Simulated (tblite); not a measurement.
Compound: C₃H₅Cl₃S₂Si.
Bonds: Cl1–C2, C2–Cl3, C2–Cl4, C2–Si5, Si5–S6, S6–C7, C7–C8, C8–S9, Si5–S9. Hydrogens: H10 on Si5; H11, H12 on C7; H13, H14 on C8.

Computed with GFN2-xTB (tblite), gas phase: L-BFGS steps from a force-field or distance-geometry start until the largest atomic force falls under 0.01 eV/Å.

Step 58: E = -840.4444 eV
```
atom  x, y, z in Å  |  force x, y, z in eV/Å
Cl1     2.6923   -2.3941   -0.1613    0.000  -0.015   0.016
C2      2.3058   -0.6753    0.0443    0.001   0.038   0.011
Cl3     3.5513    0.0691    1.0609    0.065   0.027   0.043
Cl4     2.3218    0.1139   -1.5458   -0.011  -0.021  -0.041
Si5     0.5900   -0.4736    0.9171    0.024  -0.061   0.007
S6     -0.0668    1.5478    0.8119    0.016   0.061   0.031
C7     -1.7140    1.1370    0.1230    0.017   0.014  -0.058
C8     -1.5874    0.0621   -0.9288   -0.007   0.014   0.009
S9     -0.9388   -1.4811   -0.1752    0.019   0.034  -0.040
H10     0.7463   -0.9617    2.2751   -0.040  -0.047  -0.033
H11    -2.3509    0.8093    0.9431   -0.025   0.062   0.005
H12    -2.0937    2.0654   -0.3058   -0.035  -0.072   0.037
H13    -0.9036    0.3734   -1.7181   -0.008  -0.054  -0.026
H14    -2.5531   -0.1926   -1.3627   -0.016   0.018   0.040
```

Step 59: E = -840.4458 eV
```
atom  x, y, z in Å  |  force x, y, z in eV/Å
Cl1     2.6941   -2.3962   -0.1525    0.006  -0.003   0.020
C2      2.3114   -0.6747    0.0447   -0.009   0.028   0.005
Cl3     3.5558    0.0731    1.0593    0.062   0.023   0.039
Cl4     2.3306    0.1056   -1.5504   -0.013  -0.022  -0.025
Si5     0.5935   -0.4742    0.9139   -0.022  -0.023  -0.014
S6     -0.0676    1.5490    0.8092    0.020   0.014   0.032
C7     -1.7172    1.1369    0.1241   -0.002   0.016  -0.005
C8     -1.5903    0.0621   -0.9280   -0.002   0.032   0.001
S9     -0.9354   -1.4823   -0.1806    0.024   0.068  -0.034
H10     0.7402   -0.9655    2.2718   -0.027  -0.043  -0.032
H11    -2.3549    0.8137    0.9469    0.009   0.041  -0.018
H12    -2.0988    2.0670   -0.2994   -0.022  -0.082   0.007
H13    -0.9079    0.3787   -1.7163    0.003  -0.060  -0.031
H14    -2.5541   -0.1934   -1.3650   -0.027   0.013   0.055
```

Step 60: E = -840.4469 eV
```
atom  x, y, z in Å  |  force x, y, z in eV/Å
Cl1     2.6936   -2.3978   -0.1450    0.013   0.010   0.024
C2      2.3151   -0.6736    0.0462   -0.009   0.017   0.002
Cl3     3.5614    0.0767    1.0574    0.048   0.012   0.027
Cl4     2.3341    0.0987   -1.5534   -0.012  -0.023  -0.009
Si5     0.5955   -0.4747    0.9122   -0.045   0.020  -0.024
S6     -0.0666    1.5511    0.8071    0.011  -0.035   0.025
C7     -1.7178    1.1362    0.1250   -0.014   0.030   0.030
C8     -1.5917    0.0628   -0.9282    0.010   0.043  -0.006
S9     -0.9310   -1.4821   -0.1875    0.025   0.074  -0.024
H10     0.7329   -0.9682    2.2704   -0.017  -0.041  -0.034
H11    -2.3551    0.8157    0.9496    0.027   0.011  -0.019
H12    -2.1047    2.0663   -0.2931   -0.004  -0.073  -0.023
H13    -0.9114    0.3821   -1.7173    0.004  -0.057  -0.031
H14    -2.5551   -0.1936   -1.3657   -0.035   0.011   0.061
```

Step 61: E = -840.4481 eV
```
atom  x, y, z in Å  |  force x, y, z in eV/Å
Cl1     2.6921   -2.3999   -0.1339    0.019   0.025   0.030
C2      2.3189   -0.6727    0.0488   -0.001   0.007   0.004
Cl3     3.5695    0.0810    1.0543    0.020  -0.003   0.007
Cl4     2.3362    0.0887   -1.5564   -0.009  -0.021   0.008
Si5     0.5967   -0.4747    0.9106   -0.046   0.062  -0.031
S6     -0.0652    1.5532    0.8049   -0.001  -0.068   0.018
C7     -1.7182    1.1353    0.1267   -0.011   0.021   0.065
C8     -1.5927    0.0653   -0.9298    0.010   0.040  -0.011
S9     -0.9236   -1.4801   -0.1989    0.017   0.060  -0.013
H10     0.7244   -0.9696    2.2691   -0.010  -0.041  -0.035
H11    -2.3535    0.8149    0.9531    0.042  -0.018  -0.019
H12    -2.1125    2.0634   -0.2854    0.006  -0.030  -0.056
H13    -0.9161    0.3874   -1.7209    0.003  -0.044  -0.029
H14    -2.5567   -0.1926   -1.3645   -0.039   0.010   0.061
```

Question: Estimate the geometry and energy of step 62. (The exact step hangs on the optimiser's Hessian estimate; all steps are aligned on step 61, rigid shifts and turns removed.)

Answer: E = -840.4494 eV, largest force 0.093 eV/Å
```
atom  x, y, z in Å  |  force x, y, z in eV/Å
Cl1     2.6907   -2.4020   -0.1184    0.025   0.029   0.036
C2      2.3229   -0.6720    0.0533    0.012   0.000   0.006
Cl3     3.5806    0.0859    1.0495   -0.013  -0.016  -0.009
Cl4     2.3374    0.0748   -1.5587   -0.007  -0.013   0.015
Si5     0.5972   -0.4742    0.9084   -0.023   0.086  -0.028
S6     -0.0642    1.5543    0.8036   -0.017  -0.068   0.014
C7     -1.7186    1.1341    0.1296    0.000   0.018   0.059
C8     -1.5938    0.0698   -0.9324    0.007   0.025  -0.014
S9     -0.9136   -1.4759   -0.2148    0.006   0.027  -0.003
H10     0.7167   -0.9708    2.2673   -0.008  -0.042  -0.037
H11    -2.3514    0.8116    0.9562    0.042  -0.049   0.001
H12    -2.1216    2.0591   -0.2779    0.019   0.020  -0.073
H13    -0.9233    0.3957   -1.7272   -0.003  -0.028  -0.020
H14    -2.5598   -0.1907   -1.3609   -0.040   0.010   0.053
```

The energy changes by -0.0014 eV. The first-order estimate −F·Δx gives -0.0019 eV and the mean of the old and new forces, exact on a quadratic surface, -0.0014 eV. The step makes an angle of 76° with the force vector and moves no atom by more than 0.019 Å.

What follows is the cost of the whole relaxation. Hardware: one thread, Intel Xeon at 2.70 GHz (x86_64), no GPU, shared host with 64 logical CPUs at a one-minute load of 63. Cost: 3.0 s of wall time.
